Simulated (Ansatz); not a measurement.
A run on C₂H₅BGaN, SMILES `N#CC[BH][GaH2]` with other settings.

```yaml
crystal:
  periodic: [false, false, false]
  atoms:
    - {symbol: N, position_ang: [0.712995, -0.011639, 2.489556]}
    - {symbol: C, position_ang: [0.564347, -0.640199, 1.526096]}
    - {symbol: C, position_ang: [0.455614, -1.208120, 0.159194]}
    - {symbol: B, position_ang: [-0.171124, -0.313430, -0.903989]}
    - {symbol: Ga, position_ang: [-0.630759, 1.751431, -0.587735]}
    - {symbol: H, position_ang: [-0.253691, -2.083708, 0.314921]}
    - {symbol: H, position_ang: [1.397746, -1.644631, -0.140025]}
    - {symbol: H, position_ang: [-0.323003, -0.788950, -2.028423]}
    - {symbol: H, position_ang: [-2.138035, 2.119868, -0.096641]}
    - {symbol: H, position_ang: [0.359512, 2.899394, -0.798678]}
basis:
  gaussian: {orbitals: def2-mTZVP}
hamiltonian: {xc: {name: B97M-V}}
output: {forces: true}
```

```sh
$ ansatz run in.yaml --threads 4 --pin off --events-out ev --progress --plain --max-ram 10444MiB
```

Output, abridged:

```
Functional definition: B97M-V
1275 factors; their error is unknown
mean field evaluation 1: about -56681.7361 eV, gradient 5.8e1 eV
mean field evaluation 2: about -56676.0685 eV, gradient 7.7e1 eV
mean field evaluation 4: about -56689.0559 eV, gradient 6.9e0 eV
mean field evaluation 8: about -56689.1571 eV, gradient 1.6e-1 eV
mean field evaluation 16: about -56689.1107 eV, gradient 3.8e-4 eV
mean field -56689.11067999 eV, -2083.2863922303 hartree, gradient 2.6e-5 eV, S^2 0.000000; 0 other end points of the search recorded, 0 dependent functions left out
reference -56689.11074961 eV, -2083.2863947888 hartree; 30, 30 occupied and 97, 97 virtual orbitals, 1275 factors
Total energy: -56689.11074961 eV, -2083.2863947888 hartree
Atom 0 at     0.712995    -0.011639     2.489556 Å, force    -0.267635    -0.575697    -0.323163 eV/Å
Atom 1 at     0.564347    -0.640199     1.526096 Å, force     0.653559     0.786438    -0.806314 eV/Å
Atom 2 at     0.455614    -1.208120     0.159194 Å, force    -1.229775    -1.343646     2.462530 eV/Å
Atom 3 at    -0.171124    -0.313430    -0.903989 Å, force    -0.224924     1.308508    -1.332628 eV/Å
Atom 4 at    -0.630759     1.751431    -0.587735 Å, force    -0.962858    -1.043773     0.345114 eV/Å
Atom 5 at    -0.253691    -2.083708     0.314921 Å, force     0.767325     0.544201    -0.581267 eV/Å
Atom 6 at     1.397746    -1.644631    -0.140025 Å, force     0.272841    -0.220485    -0.116662 eV/Å
Atom 7 at    -0.323003    -0.788950    -2.028423 Å, force     0.076443     0.042631     0.663959 eV/Å
Atom 8 at    -2.138035     2.119868    -0.096641 Å, force     0.466501    -0.024009    -0.178111 eV/Å
Atom 9 at     0.359512     2.899394    -0.798678 Å, force     0.448522     0.525832    -0.133458 eV/Å
Dipole moment:     0.026139    -0.511550    -0.674452 e Å
```

It took 1.7 s on 4 threads of an AMD EPYC 9R45 on a shared host, with 0.25 GiB of host memory at the peak.
